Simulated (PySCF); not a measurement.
PySCF input for F2H5NSSi2, SMILES [SiH](F)(F)S[SiH2]N, ωB97X-D3(BJ)/def2-SVP. 

```python
import numpy as np
from pyscf import gto, scf, dft
from pyscf.geomopt import geometric_solver

mol = gto.M(
    atom='''
    Si    1.56280568    0.09298885   -0.26717930
    F     2.59002126    1.18564516    0.26244351
    F     1.13513532    0.67856092   -1.69314333
    S    -0.08256397    0.01901617    1.03918581
    Si   -1.70776974   -0.66080791   -0.27053995
    N    -3.18747257   -0.72026841    0.58628980
    H     2.27065461   -1.13575116   -0.50246795
    H    -1.35851992   -2.01719136   -0.66561091
    H    -1.84431991    0.31573583   -1.33538939
    H    -3.63194500    0.14428882    0.85299652
    H    -3.29945045   -1.39785006    1.32383793
    ''',
    basis='def2-SVP',
    charge=0,
    spin=0,
    max_memory=1600,
    verbose=3,
)
mf = dft.RKS(mol, xc='wb97x-d3bj').density_fit(auxbasis='def2-universal-jkfit')
mf.grids.level = 3
mf.conv_tol = 1e-9
mf.max_cycle = 100
mf.kernel()
grad = mf.nuc_grad_method()
grad.grid_response = mol.nao <= 150
conv, mol_eq = geometric_solver.kernel(grad, convergence_set='GAU_TIGHT', maxsteps=100)
print(mol_eq.tostring(format='xyz'))
mf.reset(mol_eq)
mf.kernel()
```

Log of the run:

```
[...]
1 F    -0.0000008873     0.0000112664    -0.0000012536
2 F     0.0000009598    -0.0000023941    -0.0000035949
3 S     0.0000031042     0.0000054412    -0.0000018349
4 Si     0.0000040033    -0.0000010270    -0.0000077872
5 N    -0.0000029098    -0.0000025506    -0.0000041714
6 H     0.0000002704     0.0000021624    -0.0000013859
7 H    -0.0000006142     0.0000001105     0.0000016134
8 H    -0.0000005064    -0.0000007209     0.0000017381
9 H     0.0000009851     0.0000031224     0.0000018279
10 H    -0.0000026181    -0.0000016754     0.0000012119
----------------------------------------------
cycle 44: E = -1234.41686114  dE = 4.2756e-08  norm(grad) = 2.67742e-05
Step   43 : Displace = 5.107e-03/8.319e-03 (rms/max) Trust = 8.891e-03 (+) Grad = 7.578e-06/1.874e-05 (rms/max) E (change) = -1234.4168611377 (+4.276e-08) Quality = -0.245
Hessian Eigenvalues: 9.20034e-05 1.40204e-03 2.00382e-03 ... 4.85824e-01 5.24817e-01 6.56378e-01

Geometry optimization cycle 45
Cartesian coordinates (Angstrom)
 Atom        New coordinates             dX        dY        dZ
  Si   1.529566  -0.124594  -0.216263   -0.000008  0.001396  0.000285
   F   1.578681   1.491117  -0.217211   -0.000065  0.001388  0.000151
   F   1.143820  -0.534273  -1.737689   -0.000132  0.001218  0.000365
   S   0.057459  -0.862851   1.071526    0.000102  0.001423  0.000447
  Si  -1.640994  -0.542966  -0.268026    0.000158 -0.000337 -0.000054
   N  -3.114239  -0.418672   0.602966   -0.000154 -0.001830 -0.000378
   H   2.872343  -0.633102   0.112106    0.000052  0.001496  0.000198
   H  -1.734478  -1.716527  -1.168715    0.001572 -0.000452 -0.000052
   H  -1.370411   0.722011  -0.993840   -0.000973 -0.000070 -0.000018
   H  -3.296698   0.377768   1.204563   -0.001206 -0.001950 -0.000541
   H  -3.579250  -1.253506   0.943300    0.000660 -0.002298 -0.000416
converged SCF energy = -1234.41686112295
--------------- DFRKS_Scanner gradients ---------------
         x                y                z
0 Si    -0.0000004086    -0.0000067860     0.0000075057
1 F    -0.0000006910     0.0000064074    -0.0000003586
2 F     0.0000019625    -0.0000025339    -0.0000010765
3 S     0.0000006089     0.0000050777     0.0000015523
4 Si     0.0000003293    -0.0000021222    -0.0000070684
5 N    -0.0000001274    -0.0000025894    -0.0000026998
6 H     0.0000000425     0.0000012614    -0.0000013613
7 H    -0.0000004304     0.0000000572     0.0000008045
8 H     0.0000003650     0.0000000725     0.0000009741
9 H    -0.0000002366     0.0000026775     0.0000009636
10 H    -0.0000014644    -0.0000015273     0.0000007235
----------------------------------------------
cycle 45: E = -1234.41686112  dE = 1.47722e-08  norm(grad) = 1.64716e-05
Step   44 : Displace = 6.541e-04/1.063e-03 (rms/max) Trust = 2.554e-03 (-) Grad = 4.151e-06/9.506e-06 (rms/max) E (change) = -1234.4168611229 (+1.477e-08) Quality = -7.254
Not rejecting step - energy change meets convergence criteria
Hessian Eigenvalues: 1.17891e-04 1.49486e-03 1.94238e-03 ... 4.78738e-01 5.11999e-01 6.43042e-01

Geometry optimization cycle 46
Cartesian coordinates (Angstrom)
 Atom        New coordinates             dX        dY        dZ
  Si   1.529593  -0.125153  -0.216395    0.000026 -0.000559 -0.000132
   F   1.578970   1.490543  -0.217353    0.000288 -0.000574 -0.000142
   F   1.143765  -0.534777  -1.737808   -0.000055 -0.000504 -0.000120
   S   0.057394  -0.863174   1.071437   -0.000065 -0.000323 -0.000089
  Si  -1.641059  -0.542751  -0.267970   -0.000065  0.000216  0.000056
   N  -3.114210  -0.417998   0.603110    0.000029  0.000674  0.000144
   H   2.872276  -0.633902   0.111989   -0.000067 -0.000801 -0.000118
   H  -1.734973  -1.716275  -1.168665   -0.000495  0.000252  0.000049
   H  -1.370123   0.722132  -0.993821    0.000288  0.000121  0.000019
   H  -3.296365   0.378464   1.204766    0.000333  0.000696  0.000203
   H  -3.579470  -1.252697   0.943430   -0.000220  0.000809  0.000130
converged SCF energy = -1234.41686112916
--------------- DFRKS_Scanner gradients ---------------
         x                y                z
0 Si     0.0000002731     0.0000000339     0.0000029496
1 F    -0.0000009185     0.0000013587    -0.0000006043
2 F     0.0000022462    -0.0000019596     0.0000008422
3 S    -0.0000011349     0.0000033128     0.0000017126
4 Si    -0.0000012626    -0.0000013708    -0.0000017430
5 N     0.0000002885    -0.0000008046    -0.0000018586
6 H    -0.0000000539    -0.0000000023    -0.0000002462
7 H    -0.0000001584    -0.0000002751    -0.0000000904
8 H     0.0000005505    -0.0000001316    -0.0000000774
9 H     0.0000006021    -0.0000005595    -0.0000004752
10 H    -0.0000004319     0.0000004342    -0.0000005092
----------------------------------------------
cycle 46: E = -1234.41686113  dE = -6.21435e-09  norm(grad) = 7.02509e-06
Step   45 : Displace = 1.014e-04/1.644e-04 (rms/max) Trust = 3.271e-04 (-) Grad = 9.280e-07/1.791e-06 (rms/max) E (change) = -1234.4168611292 (-6.214e-09) Quality = 19.745
Hessian Eigenvalues: 1.33000e-04 1.72734e-03 1.93942e-03 ... 4.66808e-01 5.07358e-01 6.49717e-01

Geometry optimization cycle 47
Cartesian coordinates (Angstrom)
 Atom        New coordinates             dX        dY        dZ
  Si   1.529599  -0.125137  -0.216379    0.000006  0.000016  0.000017
   F   1.579068   1.490552  -0.217356    0.000098  0.000009 -0.000003
   F   1.143720  -0.534758  -1.737777   -0.000046  0.000018  0.000032
   S   0.057377  -0.863071   1.071483   -0.000016  0.000103  0.000046
  Si  -1.641053  -0.542731  -0.267967    0.000006  0.000019  0.000002
   N  -3.114235  -0.418049   0.603072   -0.000025 -0.000051 -0.000038
   H   2.872256  -0.633960   0.112001   -0.000020 -0.000057  0.000013
   H  -1.734872  -1.716261  -1.168665    0.000101  0.000014  0.000000
   H  -1.370183   0.722165  -0.993821   -0.000060  0.000033  0.000000
   H  -3.296468   0.378433   1.204676   -0.000103 -0.000031 -0.000090
   H  -3.579412  -1.252771   0.943452    0.000058 -0.000073  0.000022
converged SCF energy = -1234.41686112844
--------------- DFRKS_Scanner gradients ---------------
         x                y                z
0 Si    -0.0000005150     0.0000013195    -0.0000043535
1 F    -0.0000007354    -0.0000000792    -0.0000004086
2 F     0.0000025760    -0.0000007430     0.0000056255
3 S    -0.0000028509     0.0000025932     0.0000028529
4 Si     0.0000021290    -0.0000019743    -0.0000020124
5 N    -0.0000006328    -0.0000008071    -0.0000028067
6 H     0.0000004772    -0.0000003758     0.0000008892
7 H     0.0000003131     0.0000001126    -0.0000000676
8 H    -0.0000002497    -0.0000001478    -0.0000003497
9 H    -0.0000003974     0.0000008684     0.0000001227
10 H    -0.0000001310    -0.0000007434     0.0000004656
----------------------------------------------
cycle 47: E = -1234.41686113  dE = 7.21684e-10  norm(grad) = 1.03973e-05
Step   46 : Displace = 8.027e-05/1.132e-04 (rms/max) Trust = 4.625e-04 (+) Grad = 2.528e-06/6.514e-06 (rms/max) E (change) = -1234.4168611284 (+7.217e-10) Quality = -5.100
Not rejecting step - energy change meets convergence criteria
Hessian Eigenvalues: 1.35239e-04 1.70659e-03 2.20375e-03 ... 4.87133e-01 5.19847e-01 6.53139e-01

Geometry optimization cycle 48
Cartesian coordinates (Angstrom)
 Atom        New coordinates             dX        dY        dZ
  Si   1.529594  -0.125138  -0.216377   -0.000004 -0.000001  0.000001
   F   1.579001   1.490555  -0.217354   -0.000066  0.000003  0.000002
   F   1.143749  -0.534769  -1.737785    0.000029 -0.000011 -0.000008
   S   0.057386  -0.863129   1.071462    0.000009 -0.000058 -0.000021
  Si  -1.641053  -0.542745  -0.267971    0.000000 -0.000014 -0.000004
   N  -3.114226  -0.418035   0.603080    0.000010  0.000015  0.000008
   H   2.872269  -0.633906   0.112010    0.000013  0.000053  0.000009
   H  -1.734907  -1.716270  -1.168672   -0.000035 -0.000008 -0.000007
   H  -1.370156   0.722150  -0.993814    0.000027 -0.000014  0.000007
   H  -3.296433   0.378444   1.204696    0.000036  0.000011  0.000020
   H  -3.579429  -1.252746   0.943446   -0.000017  0.000024 -0.000006
converged SCF energy = -1234.41686112865
--------------- DFRKS_Scanner gradients ---------------
         x                y                z
0 Si     0.0000008931     0.0000028878     0.0000034995
1 F    -0.0000011585    -0.0000007458    -0.0000008821
2 F     0.0000018452    -0.0000021570     0.0000005052
3 S    -0.0000014095     0.0000025084     0.0000015330
4 Si     0.0000000593    -0.0000017791    -0.0000017381
5 N    -0.0000004979    -0.0000007938    -0.0000019637
6 H    -0.0000001520     0.0000000578     0.0000000400
7 H     0.0000001450    -0.0000001304    -0.0000001171
8 H     0.0000000549    -0.0000000711    -0.0000001304
9 H     0.0000001323    -0.0000002608    -0.0000003407
10 H     0.0000000662     0.0000004608    -0.0000003346
----------------------------------------------
cycle 48: E = -1234.41686113  dE = -2.08956e-10  norm(grad) = 7.38652e-06
Step   47 : Displace = 4.038e-05/6.510e-05 (rms/max) Trust = 4.013e-05 (-) Grad = 9.895e-07/2.515e-06 (rms/max) E (change) = -1234.4168611287 (-2.090e-10) Quality = 1.696
Hessian Eigenvalues: 1.36319e-04 1.70889e-03 2.35175e-03 ... 4.63879e-01 5.45192e-01 6.58875e-01

Geometry optimization cycle 49
Cartesian coordinates (Angstrom)
 Atom        New coordinates             dX        dY        dZ
  Si   1.529590  -0.125017  -0.216359   -0.000005  0.000121  0.000019
   F   1.578955   1.490679  -0.217331   -0.000046  0.000124  0.000023
   F   1.143748  -0.534655  -1.737767   -0.000000  0.000114  0.000018
   S   0.057405  -0.863051   1.071480    0.000019  0.000078  0.000019
  Si  -1.641040  -0.542787  -0.267976    0.000013 -0.000042 -0.000005
   N  -3.114229  -0.418176   0.603059   -0.000004 -0.000141 -0.000020
   H   2.872282  -0.633747   0.112017    0.000013  0.000160  0.000007
   H  -1.734809  -1.716323  -1.168671    0.000098 -0.000053  0.000001
   H  -1.370217   0.722124  -0.993819   -0.000061 -0.000026 -0.000005
   H  -3.296497   0.378284   1.204682   -0.000064 -0.000160 -0.000014
   H  -3.579391  -1.252920   0.943402    0.000038 -0.000174 -0.000044
converged SCF energy = -1234.41686112753
--------------- DFRKS_Scanner gradients ---------------
         x                y                z
0 Si    -0.0000004575    -0.0000020581    -0.0000003139
1 F    -0.0000008118     0.0000026472    -0.0000005547
2 F     0.0000023117    -0.0000012185     0.0000036276
3 S    -0.0000013421     0.0000031277     0.0000020800
4 Si     0.0000012403    -0.0000018215    -0.0000029650
5 N    -0.0000005792    -0.0000007214    -0.0000023716
6 H     0.0000001510     0.0000004276     0.0000002407
7 H     0.0000000552    -0.0000001407     0.0000001798
8 H    -0.0000001051    -0.0000000895     0.0000000450
9 H    -0.0000000960     0.0000003730     0.0000000440
10 H    -0.0000003979    -0.0000005285     0.0000000602
----------------------------------------------
cycle 49: E = -1234.41686113  dE = 1.12232e-09  norm(grad) = 8.33518e-06
Step   48 : Displace = 2.766e-05/4.893e-05 (rms/max) Trust = 5.676e-05 (+) Grad = 1.560e-06/3.998e-06 (rms/max) E (change) = -1234.4168611275 (+1.122e-09) Quality = -44.033
Hessian Eigenvalues: 1.36319e-04 1.70889e-03 2.35175e-03 ... 4.63879e-01 5.45192e-01 6.58875e-01
Converged! =D

11
XYZ from PySCF
Si          1.52958971       -0.12501688       -0.21635862
F           1.57895512        1.49067854       -0.21733118
F           1.14374849       -0.53465503       -1.73776671
S           0.05740513       -0.86305109        1.07148019
Si         -1.64103993       -0.54278724       -0.26797628
N          -3.11422942       -0.41817630        0.60305937
H           2.87228207       -0.63374654        0.11201720
H          -1.73480885       -1.71632317       -1.16867121
H          -1.37021726        0.72212424       -0.99381896
H          -3.29649673        0.37828423        1.20468219
H          -3.57939123       -1.25292045        0.94340242
converged SCF energy = -1234.41686112758
```

Self-consistency was reached.
